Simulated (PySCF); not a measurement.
## Radial density of Li (lithium, neutral)

UHF, [He] 2s1, 2S determinant. All numbers are calculated (PySCF 2.14, no relativity, point nucleus, in def2-TZVP (5s3p, 14 functions)).

```tsv
r (bohr)	4πr²ρ (e/bohr)	4πr²(ρα − ρβ)
0.00962	0.01519	0.0003
0.0162	0.04124	0.0007
0.0272	0.1093	0.0018
0.0458	0.2768	0.0046
0.0770	0.6515	0.0106
0.130	1.355	0.0214
0.218	2.305	0.0339
0.367	2.838	0.0339
0.616	2.085	0.0085
1.04	0.6830	0.0051
1.74	0.1811	0.1234
2.93	0.2734	0.2730
4.93	0.1534	0.1534
8.30	0.01415	0.0142
14.0	2.355e-05	0.0000
```
